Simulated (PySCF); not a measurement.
# Telling isomers of C2H11NO2Si3 apart by NMR

- coordinates at the GFN2-xTB level
- shieldings: GIAO PBE0/pcSseg-1
- program: PySCF
- one conformer, one averaged value for each set of equivalent atoms, non-relativistic, isolated molecule

δ = σ(ref) − σ, references computed at the same level: $^{1}$H (31.72 ppm), $^{13}$C (186.93 ppm) against TMS. Where no couplings were computed, multiplicities follow the n + 1 count of equivalent neighbours, and m marks all less simple cases (inequivalent or close neighbours, rings, F or P nearby). Shifts are as computed. Against solution values, carbons near 30 ppm lie about +3 ppm off and those near 130 ppm about +5 ppm. Of 1211 compounds with measured shifts, 218 miss one by over three times the rms of a fit or turn the order of signals round; such compounds aren't used in these exercises. OH and NH positions are gas-phase values without hydrogen bonding to other molecules.

(1) Tabulate the signals of `C=N[SiH2][Si@@H](OC)O[SiH3]`, `C=CO[Si@](O)([SiH3])N[SiH3]`, `CC(=O)O[SiH2]N([SiH3])[SiH3]` and their relative energies.

(2) What is the quickest way to tell C=N[SiH2][Si@@H](OC)O[SiH3] from C=CO[Si@](O)([SiH3])N[SiH3]?

(3) What is the quickest way to tell C=N[SiH2][Si@@H](OC)O[SiH3] from CC(=O)O[SiH2]N([SiH3])[SiH3]?

(4) What is the quickest way to tell C=CO[Si@](O)([SiH3])N[SiH3] from CC(=O)O[SiH2]N([SiH3])[SiH3]?

Answers

(1) 
```tsv
SMILES	carbon types	δC	δH	E rel. (kcal/mol)
C=N[SiH2][Si@@H](OC)O[SiH3]	1×CH2 1×CH3	172.2, 53.0	8.77 (m, 1H), 8.70 (m, 1H), 5.46 (m, 1H), 5.23 (m, 1H), 5.18 (m, 1H), 5.12 (s, 3H), 3.91 (s, 3H)	21.0
C=CO[Si@](O)([SiH3])N[SiH3]	1×CH 1×CH2	153.7, 101.4	6.52 (m, 1H), 5.20 (m, 1H), 4.75 (s, 3H), 4.62 (m, 1H), 3.22 (s, 3H), 2.11 (br s, 1H), 0.56 (br s, 1H)	7.7
CC(=O)O[SiH2]N([SiH3])[SiH3]	1×C 1×CH3	177.0, 24.0	5.35 (s, 2H), 4.80 (s, 6H), 2.24 (s, 3H)	0.0
```

Energies are electronic energies at PBE0/pcSseg-1 on these geometries, without zero-point or thermal terms, each for the one conformer computed, which needn't be the lowest.

(2) Both give the same number of carbon signals, but DEPT or the intensities differ. The first has a C=N carbon (CH2) at 172.2 ppm, the second an alkene carbon bearing oxygen (CH) at 153.7 ppm. In the proton spectra the most deshielded non-exchanging signals are 8.77 (m, 1H) and 6.52 (m, 1H).

(3) Both give the same number of carbon signals, but DEPT or the intensities differ. The first has a C=N carbon (CH2) at 172.2 ppm, the second a carbonyl carbon (C) at 177.0 ppm. In the proton spectra the most deshielded non-exchanging signals are 8.77 (m, 1H) and 5.35 (s, 2H).

(4) Both give the same number of carbon signals, but DEPT or the intensities differ. The first has an alkene carbon bearing oxygen (CH) at 153.7 ppm, the second a carbonyl carbon (C) at 177.0 ppm. In the proton spectra the most deshielded non-exchanging signals are 6.52 (m, 1H) and 5.35 (s, 2H).
